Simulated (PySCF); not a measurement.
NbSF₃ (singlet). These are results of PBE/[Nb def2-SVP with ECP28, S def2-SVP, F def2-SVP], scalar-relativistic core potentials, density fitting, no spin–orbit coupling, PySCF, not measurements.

Harmonic bands of its minimum:

```json
{"ω (cm⁻¹)": "163", "IR (km/mol, summed over degenerate members)": "17.2", "degeneracy": "2"}
{"ω (cm⁻¹)": "189", "IR (km/mol, summed over degenerate members)": "3.6", "degeneracy": "2"}
{"ω (cm⁻¹)": "195", "IR (km/mol, summed over degenerate members)": "5.9", "degeneracy": "1"}
{"ω (cm⁻¹)": "564", "IR (km/mol, summed over degenerate members)": "34.2", "degeneracy": "1"}
{"ω (cm⁻¹)": "684", "IR (km/mol, summed over degenerate members)": "105", "degeneracy": "1"}
{"ω (cm⁻¹)": "716", "IR (km/mol, summed over degenerate members)": "246", "degeneracy": "2"}
```

Q: The central atom is Nb. Infer the point group and assign the bands.

A: C3v. The modes span 3e + 3a1: 163 e, 189 e, 195 a1, 564 a1, 684 a1, 716 e. The computed geometry has Nb–F 1.865 Å (×3), Nb–S 2.153 Å; F–Nb–F 111.2° (×3), F–Nb–S 107.7° (×3).

Stability towards spin polarisation was not tested. Other isomers or separated fragments may lie lower.
